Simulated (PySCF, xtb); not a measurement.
CH8O2Si2, SMILES C[Si](O)(O)[SiH3]. One conformer was computed; it need not be the lowest.

Harmonic wavenumbers (cm⁻¹) from xtb with GFN2-xTB at its own minimum, in rising order: 21, 109, 119, 132, 200, 209, 244, 282, 307, 450, 464, 466, 702, 772, 789, 798, 799, 803, 815, 818, 869, 914, 1383, 1494, 1501, 2171, 2228, 2237, 3012, 3031, 3049, 3645, 3711.

Question: What does PBE-D3(BJ)/def2-SVP in PySCF give at its own minimum? (An estimate is asked for; the answer gives what the named calculation found.)

Answer: 84, 104, 125, 135, 158, 167, 216, 243, 325, 423, 485, 490, 652, 714, 737, 779, 797, 827, 883, 896, 905, 923, 1214, 1376, 1383, 2139, 2151, 2166, 2965, 3061, 3073, 3739, 3768. Paired by order, the mean absolute difference is 47 cm⁻¹ and the zero-point energies are 55.1 and 54.5 kcal/mol.
